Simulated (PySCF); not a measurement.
## Electric field gradients and quadrupole coupling constants

C₆H₂F₂O₃.
Atom-mapped SMILES: `[O:1]=[C:2]([F:3])[c:4]1[cH:5][cH:6][c:7]([C:8](=[O:9])[F:10])[o:11]1` (hydrogens: H12 on C5; H13 on C6)

Cartesian coordinates in Å at the GFN2-xTB level; atoms count from 1:
```xyz
13
C6H2F2O3 angstrom
O     -2.571   -2.125   -0.012
C     -2.339   -0.969   -0.012
F     -3.359   -0.062   -0.019
C     -1.061   -0.265   -0.006
C     -0.790    1.092   -0.008
C      0.605    1.204    0.000
C      1.089   -0.092    0.005
C      2.463   -0.583    0.013
O      2.877   -1.687    0.017
F      3.325    0.476    0.015
O      0.078   -0.972    0.001
H     -1.512    1.883   -0.013
H      1.191    2.101    0.001
```

Field gradients from the PBE0/pcSseg-1 density (PySCF, non-relativistic), principal values in atomic units, ordered |Vxx| ≤ |Vyy| ≤ |Vzz|:

```csv
atom,Vxx,Vyy,Vzz
O1,0.4614,1.1013,-1.5627
O9,0.4617,1.1008,-1.5625
O11,-0.6931,-0.7791,1.4721
```

Find the asymmetry η = (Vxx − Vyy)/Vzz and the couplings χ = eQV/h (234.96 MHz × Q in barn × V in au), with Q(17O) = −0.0256 b.

| atom | environment | nucleus | η | χzz (MHz) | χxx (MHz) | χyy (MHz) |
| --- | --- | --- | --- | --- | --- | --- |
| O1 | carbonyl oxygen | 17O | 0.41 | 9.40 | -2.78 | -6.62 |
| O9 | carbonyl oxygen | 17O | 0.41 | 9.40 | -2.78 | -6.62 |
| O11 | furan-type oxygen | 17O | 0.06 | -8.86 | 4.17 | 4.69 |

The tensor is traceless: Vxx + Vyy + Vzz = 0.

What is Vzz at O1 in SI units (1 au = 9.71736 × 10²¹ V/m²)?

-1.5627 au = -15.185 × 10²¹ V/m².

And the gradient at the other heavy atoms, for which no coupling is worked out here?

| atom | environment | Vzz (au) | η |
| --- | --- | --- | --- |
| C2 | acyl halide carbon | -0.446 | 0.22 |
| F3 | acyl fluorine | 2.594 | 0.28 |
| C4 | substituted aromatic carbon | 0.288 | 0.84 |
| C5 | aromatic CH carbon | 0.302 | 0.24 |
| C6 | aromatic CH carbon | 0.301 | 0.24 |
| C7 | substituted aromatic carbon | 0.288 | 0.84 |
| C8 | acyl halide carbon | -0.446 | 0.22 |
| F10 | acyl fluorine | 2.594 | 0.28 |

What couplings would deuterons (Q(2H) = 0.00286 b) have in place of the hydrogens, at this geometry?

```
atom  bonded to  bond length (Å)  Vzz (au)     η  χzz (kHz)
 H12         C5            1.071    0.3413  0.04        229
 H13         C6            1.071    0.3411  0.04        229
```

The structure is a single GFN2-xTB conformer in the gas phase; no vibrational or solvent corrections. GFN2-xTB bond lengths can be off by several hundredths of an ångström, more for odd bonds, and the gradients follow them. A larger basis could move these couplings by a tenth or more.

These values come from a run that also computed NMR shieldings. On one thread, Arm Neoverse V2 (aarch64), no GPU, shared host, this took 33 s wall (with the writing of density and orbital grids) and 0.84 GiB of memory at its peak.
